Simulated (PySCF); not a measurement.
# What a mistake does to a calculation on H6N3Si

These are calculations, not measurements. The program is PySCF 2.14.0, an open-source quantum chemistry code, run on an isolated molecule that a program drew, which may never have been made. The molecule is H6N3Si (charge 0, doublet), drawn as the SMILES string `N[Si](N)N`.

Each row is a Hartree-Fock (HF) and frozen-core CCSD(T) single point in the cc-pV(D+d)Z basis, meant for a local HF minimum. Run 1 is clean. Each other run has one planted mistake out of seven kinds, and not every kind appears here: one electron removed, one electron added, multiplicity raised by two, geometry at a saddle point, minimal basis STO-3G, one bond length entered in bohr, all coordinates scaled. The reference is restricted for singlets and unrestricted otherwise, and also for a bond in bohr. Adding or removing an electron swaps singlet and doublet. Electrons count all cores. HOMO and LUMO are orbital energies over both spins, the gradient is its largest component, and the lowest frequency (negative if imaginary) is given only where the gradient is small. Bond lengths are over the 9 bonds as drawn. T1 is the CCSD diagnostic: over 0.02 (restricted) or 0.045 (unrestricted) a single reference is doubtful.

Geometry of the clean run:
```xyz
10
H6N3Si, angstrom
N    -1.6675    0.5680    2.2994
Si   -1.2044   -0.1525    0.7989
N     0.4319   -0.6182    1.0519
N    -1.1527    0.7676   -0.6627
H    -2.6374    0.7443    2.4806
H    -1.1020    1.3077    2.6792
H     0.6706   -1.0971    1.8997
H     0.9524   -0.9878    0.2789
H    -2.0093    0.9875   -1.1344
H    -0.5099    1.5380   -0.7306
```

```
run,electrons,basis functions,<S^2>,HOMO (eV),LUMO (eV),gradient (hartree/bohr),lowest frequency (cm^-1),mean bond (Å),longest bond (Å),T1,HF (hartree),CCSD(T) (hartree),mistake
1,41,95,0.753,-7.95,2.92,2.2e-05,183,1.2441,1.728,0.0128,-455.83492,-456.48343,no fault
2,41,30,0.752,-5.39,6.70,2.1e-02,-,1.2441,1.728,0.0130,-450.30021,-450.50031,minimal basis STO-3G
3,41,95,1.551,-8.14,2.64,2.5e-02,-,1.3431,1.894,0.0635,-455.69426,-456.33565,one bond length entered in bohr
4,42,95,0.000,1.00,9.76,9.7e-02,-,1.2441,1.728,0.0147,-455.75874,-456.43992,one electron added
5,40,95,0.000,-16.12,-5.90,9.7e-02,-,1.2441,1.728,0.0204,-455.57903,-456.23459,?
```

**Which mistake was planted in run 5, and what did it cost?**

It counts 40 electrons, one fewer than the clean run, at the same geometry and basis. So the mistake is: one electron removed. Subtracting run 1 and multiplying by 627.51 kcal/mol a hartree, the energy moved by 160.6 kcal/mol in HF and 156.1 kcal/mol in CCSD(T).

Cautions from the logs. Run 3: T1 is over the limit, so its CCSD(T) energy is less reliable; run 4: the HOMO is above zero, so the electron isn't bound and the energy depends on the basis; run 5: T1 is over the limit, so its CCSD(T) energy is less reliable.
